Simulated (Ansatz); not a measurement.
Species: CH₄BO₂ (charge 0, doublet). It need not be the lowest isomer of its formula. SMILES: [CH2]B(O)O
Geometry from a B3LYP-D3(BJ)/def2-TZVP (Ansatz, a program for electronic structure) optimisation:
```xyz
8

C      1.3854    -0.6544     0.0134
B     -0.0010     0.0148     0.0055
O     -1.1450    -0.6042    -0.4489
O     -0.1181     1.2959     0.4729
H      2.2644    -0.1372     0.3784
H      1.5649    -1.6645    -0.3386
H     -1.0075    -1.5006    -0.7654
H     -1.0240     1.6218     0.4252
```
Charge 0, spin multiplicity 2.

Quantity: atomisation energy (electronic, to ground-state atoms), in kJ/mol. Correlated levels leave the core frozen unless marked. UHF or UKS for open shells. Spin-orbit coupling is left out. Non-relativistic. The coupled-cluster limit lacks core correlation, which all-electron functionals hold. CBS marks a two-point X^-3 extrapolation of the correlation energy; Hartree-Fock from the larger set.

```tsv
level	program	atomisation energy (kJ/mol)
PBE-D4/def2-TZVPD	Ansatz + dftd4	3366.9
BLYP/def2-TZVPD	Ansatz	3271.7
PBE0-D3(BJ)/def2-TZVPD	Ansatz + dftd3	3294.4
PBE0-D4/def2-TZVPD	Ansatz + dftd4	3293.9
PBE0/def2-TZVPD	Ansatz	3285.5
BHLYP-D3(BJ)/def2-TZVPD	Ansatz + dftd3	(withheld)
HSE06/def2-TZVPD	Ansatz	3289.3
LC-wPBE-D3(BJ)/def2-TZVPD	Ansatz + dftd3	(withheld)
B2GP-PLYP/def2-TZVPD	Ansatz	3249.1
CCSD/cc-pVTZ	Ansatz	(withheld)
CCSD(T)/CBS(aug-cc-pVTZ,aug-cc-pVQZ)	Ansatz	3288.0
```

### Question
What belongs in the gaps?

### Answer

- BHLYP-D3(BJ)/def2-TZVPD, atomisation energy (kJ/mol): 3182.3
- LC-wPBE-D3(BJ)/def2-TZVPD, atomisation energy (kJ/mol): 3304.2
- CCSD/cc-pVTZ, atomisation energy (kJ/mol): 3159.5
